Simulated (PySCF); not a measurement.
**Orbital picture of RbBa**

PBE0 at R = 4.751 Å; Rb x2c-TZVPall, Ba x2c-TZVPall; spin-free X2C with a Gaussian nucleus (PySCF 2.14). State: ²Σ⁺ (doublet), unpaired electrons σ ↑. Only the outer orbitals are listed, counted within each symmetry.

```tsv
spin	orbital	occ.	ε (eV)	on Rb (%)	main shells (%)
α	9π	1	-20.10	0	100 Ba p
α	9π	1	-20.10	0	100 Ba p
α	18σ	1	-20.06	0	100 Ba p
α	10π	1	-17.61	100	100 Rb p
α	10π	1	-17.61	100	100 Rb p
α	19σ	1	-17.57	100	100 Rb p
α	20σ	1	-3.80	23	77 Ba s, 20 Rb s
α	21σ	1	-2.71	57	57 Rb s, 16 Ba s, 15 Ba p
α	11π	0	-1.10	25	68 Ba d, 20 Rb p
α	11π	0	-1.10	25	68 Ba d, 20 Rb p
α	22σ	0	-1.09	26	70 Ba d, 15 Rb p, 9 Rb s
β	9π	1	-20.06	0	100 Ba p
β	9π	1	-20.06	0	100 Ba p
β	18σ	1	-19.99	0	100 Ba p
β	10π	1	-17.55	100	100 Rb p
β	10π	1	-17.55	100	100 Rb p
β	19σ	1	-17.51	100	100 Rb p
β	20σ	1	-3.55	10	87 Ba s
β	21σ	0	-1.47	54	54 Rb s, 24 Ba p, 11 Ba s
β	11π	0	-1.05	16	72 Ba d, 12 Ba p, 11 Rb p
β	11π	0	-1.05	16	72 Ba d, 12 Ba p, 11 Rb p
```

**Question.** Which are the highest filled and the lowest empty level, where do they sit, and how wide is the gap?

**Answer.** Highest filled α 21σ at -2.71 eV (in %: 57 Rb s, 16 Ba s, 15 Ba p); lowest empty β 21σ at -1.47 eV (in %: 54 Rb s, 24 Ba p, 11 Ba s); the gap at PBE0 is 1.24 eV.

| Quantity | Value |
| --- | --- |
| bond order (Mayer) | 0.56 |
| ⟨S²⟩ | 0.762 |
| charge on Rb (Mulliken, basis-dependent) | 0.08 |
| charge on Rb (Löwdin, basis-dependent) | -0.17 |
| dipole moment (positive dipole means Rb(−)Ba(+)) | -1.92 D |
| polarisability along the bond | 1078.5 bohr³ |
| polarisability across the bond | 503.5 bohr³ |

Spin–orbit coupling is left out. The state is the lowest determinant that a PBE0 search found; another state may lie lower at other levels.
